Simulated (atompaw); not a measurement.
**Plane-wave convergence, PAW (atompaw) potential for Tl (Z = 81)**

- Element: Tl (Z = 81)
- Generator: atompaw 4.2.0.5
- Type: PAW
- Functional: PBE
- Relativity: scalar-relativistic
- Frozen core: [Xe] 4f14
- Valence charge: 13
- Reference configuration: 5d10 6s1 6p2
- Partial waves: 6s (bound): rc 2.95 bohr; 6s channel at -0.1 Ry: rc 2.05 bohr; 6p (bound): rc 2.95 bohr; 6p channel at 3.6 Ry: rc 2.95 bohr; 5d (bound): rc 2.95 bohr; 5d channel at -0.4 Ry: rc 2.95 bohr
- Local potential: ultrasoft scheme with l = 3 at 1 Ry, radius 2.55 bohr
- Core correction: smooth core density matched at 2.90 bohr
- Augmentation charge: besselshape compensation charge, radius 2.85 bohr; PAW radius 2.95 bohr; waves and projectors: custom polynom2 7 10 vanderbiltortho

The pseudo-atom Hamiltonian at the reference potential is diagonalised in spherical Bessel functions j_l(qr) that vanish at 20 bohr, with q² up to the cutoff. All-electron valence levels (Ry): 6s -0.7932, 6p -0.2333, 5d -1.2731.

Question: How do the lowest levels (Ry) of each channel move with the cutoff, and are there ghosts?

Answer:

```csv
cutoff (Ry),s #1,s #2,s #3,p #1,p #2,d #1,d #2,f #1,Σ f·Δε (mRy)
8,-0.7931,-0.1090,-0.0273,-0.2321,0.0194,-1.2584,0.0389,0.0984,149.1
15,-1.0031,-0.7928,-0.0443,-0.2330,0.0193,-1.2712,0.0389,0.0984,19.9
21,-1.0235,-0.7930,-0.0443,-0.2332,0.0193,-1.2722,0.0389,0.0984,9.3
35,-1.0287,-0.7931,-0.0443,-0.2332,0.0193,-1.2729,0.0389,0.0984,2.1
45,-1.0296,-0.7932,-0.0443,-0.2333,0.0193,-1.2730,0.0389,0.0984,1.2
60,-1.0302,-0.7932,-0.0443,-0.2333,0.0193,-1.2731,0.0389,0.0984,0.4
400,-1.0304,-0.7932,-0.0443,-0.2333,0.0192,-1.2731,0.0389,0.0984,0.0
```

Result: ghost state, extra bound levels that the all-electron valence spectrum of the same l lacks: s at -14.0 eV (a true bound ghost makes a file unfit for plane-wave use); 10 mRy is reached at 21 Ry and 1 mRy at 50 Ry.
